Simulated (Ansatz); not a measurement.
Reaction (cleavage of the Si–Ge bond): `[AlH2][SiH2][GeH3]` + H₂S → `[AlH2][SiH2]S` + GeH₄

Isolated molecules relaxed with PBE0-D4/def2-TZVP in Ansatz; ΔE leaves out vibrations. CBS: MP2 limit from def2 TZ/QZ plus the TZ coupled-cluster correction, frozen cores. This one scheme is used for every species. DFT in def2-TZVPP. For Ge outer-core shells are correlated without core-valence functions, which leaves a few kJ/mol of doubt a bond. Scalar relativity is left out up to krypton. One conformer a species, not always the lowest.

`[AlH2][SiH2][GeH3]`:

Cartesian coordinates in Å:
```
Al 1.563 0.936 -1.303
Si -0.161 -0.697 -0.720
Ge -1.030 -0.202 1.449
H 1.165 2.292 -2.028
H 3.077 0.680 -0.900
H 0.363 -2.093 -0.671
H -1.314 -0.679 -1.666
H -2.117 -1.206 1.869
H 0.095 -0.241 2.499
H -1.642 1.210 1.471
```

H₂S:

Z-matrix (Å, degrees):
```
S
H 1 1.341
H 1 1.341 2 92.3
```

`[AlH2][SiH2]S`:

Z-matrix (Å, degrees):
```
Si
S 1 2.149
Al 1 2.458 2 107.2
H 1 1.493 2 110.1 3 -121.7
H 1 1.493 2 110.2 3 121.7
H 2 1.344 1 96.4 3 180.0
H 3 1.588 1 119.4 2 180.0
H 3 1.586 1 120.7 2 -0.0
```

GeH₄:

```xyz
5

Ge    0.000    0.000    0.000
H     0.609    1.380    0.280
H     0.563   -0.550   -1.317
H    -1.525    0.126   -0.109
H     0.353   -0.957    1.146
```

CCSD(T)/CBS gives -0.28 eV.

Problem. Another level gave -0.29 eV. Which?
A. HF/def2-TZVPP
B. LDA (SPW92)/def2-TZVPP
C. SCS-MP2/def2-TZVPP
D. r2SCANh/def2-TZVPP

Solution. D. r2SCANh -0.29, LDA (SPW92) -0.23, HF/def2-TZVPP -0.40, SCS-MP2/def2-TZVPP -0.33 eV.

Largest T1 diagnostic among the species: 0.012.

In def2-TZVPP, CCSD(T) changes the Hartree–Fock value by +0.14 eV (the triples alone add +0.01 eV) and MP2 by +0.09 eV. At CCSD(T), def2-SVP lies +0.04 eV from the extrapolated value and def2-TZVPP +0.02 eV. From BLYP to BHLYP (50 % exact exchange), in def2-TZVPP and without D4, ΔE moves by −0.06 eV.
